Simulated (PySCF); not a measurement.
Si(H)2(OH)(NMe2) (C2H9NOSi), SMILES CN(C)[SiH2]O.

Coordinates come from a r2SCAN-D4/def2-SVP optimisation. The values are those of a single conformer.

Method: r2SCAN-D4/def2-SVP (PySCF 2.14.0).

Frequencies are harmonic and unscaled.

| mode | ν (cm⁻¹) | IR (km/mol) | Raman (Å⁴/amu) | depolarisation | moving atoms (share of kinetic energy) |
|---|---|---|---|---|---|
| 1 | 37 | 0.9 | 0.3 | 0.74 | H 34 %, O 26 %, C 24 %, Si 10 % |
| 2 | 131 | 1.3 | 1.1 | 0.74 | H 47 %, N 23 %, O 17 %, C 9 % |
| 3 | 205 | 3.0 | 1.0 | 0.70 | H 52 %, O 17 %, C 17 %, Si 10 % |
| 4 | 223 | 1.0 | 0.6 | 0.73 | H 90 % |
| 5 | 251 | 9.9 | 0.6 | 0.75 | H 57 %, C 21 %, N 17 % |
| 6 | 282 | 50.5 | 1.7 | 0.71 | H 61 %, N 24 % |
| 7 | 353 | 9.7 | 1.5 | 0.49 | H 41 %, C 38 %, Si 13 % |
| 8 | 396 | 86.7 | 0.9 | 0.72 | H 47 %, O 19 %, Si 13 %, C 12 %, N 10 % |
| 9 | 641 | 59.7 | 4.9 | 0.48 | H 63 %, Si 17 %, C 11 % |
| 10 | 669 | 31.6 | 10.9 | 0.12 | H 32 %, C 29 %, Si 28 % |
| 11 | 753 | 18.2 | 14.9 | 0.66 | H 96 % |
| 12 | 827 | 122.4 | 3.8 | 0.39 | H 46 %, O 43 %, Si 11 % |
| 13 | 902 | 16.1 | 4.8 | 0.71 | H 51 %, O 26 %, Si 22 % |
| 14 | 944 | 373.8 | 10.5 | 0.75 | H 82 %, Si 14 % |
| 15 | 960 | 114.4 | 11.2 | 0.62 | H 89 %, Si 9 % |
| 16 | 1025 | 94.8 | 7.8 | 0.59 | H 41 %, C 35 %, N 21 % |
| 17 | 1085 | 2.5 | 5.4 | 0.75 | H 74 %, C 24 % |
| 18 | 1111 | 0.2 | 2.3 | 0.74 | H 80 %, C 19 % |
| 19 | 1163 | 1.4 | 0.3 | 0.31 | H 70 %, C 20 %, N 10 % |
| 20 | 1238 | 96.4 | 0.6 | 0.71 | N 60 %, C 31 %, H 9 % |
| 21 | 1319 | 70.6 | 8.0 | 0.24 | N 42 %, H 34 %, C 22 % |
| 22 | 1422 | 1.0 | 12.7 | 0.75 | H 88 %, C 12 % |
| 23 | 1447 | 2.8 | 26.7 | 0.75 | H 92 % |
| 24 | 1453 | 3.2 | 17.5 | 0.73 | H 88 %, C 12 % |
| 25 | 1456 | 14.3 | 1.3 | 0.71 | H 97 % |
| 26 | 1482 | 25.4 | 6.1 | 0.75 | H 96 % |
| 27 | 1509 | 4.4 | 29.2 | 0.70 | H 93 % |
| 28 | 2209 | 161.1 | 91.9 | 0.27 | H 97 % |
| 29 | 2227 | 158.8 | 146.8 | 0.18 | H 97 % |
| 30 | 2957 | 70.5 | 31.4 | 0.64 | H 97 % |
| 31 | 2964 | 126.2 | 328.8 | 0.02 | H 97 % |
| 32 | 3016 | 101.0 | 216.8 | 0.69 | H 91 %, C 9 % |
| 33 | 3027 | 9.6 | 49.7 | 0.71 | H 91 %, C 9 % |
| 34 | 3115 | 13.7 | 58.4 | 0.65 | H 91 %, C 9 % |
| 35 | 3123 | 15.4 | 56.2 | 0.65 | H 91 %, C 9 % |
| 36 | 3866 | 69.6 | 92.7 | 0.26 | H 94 % |
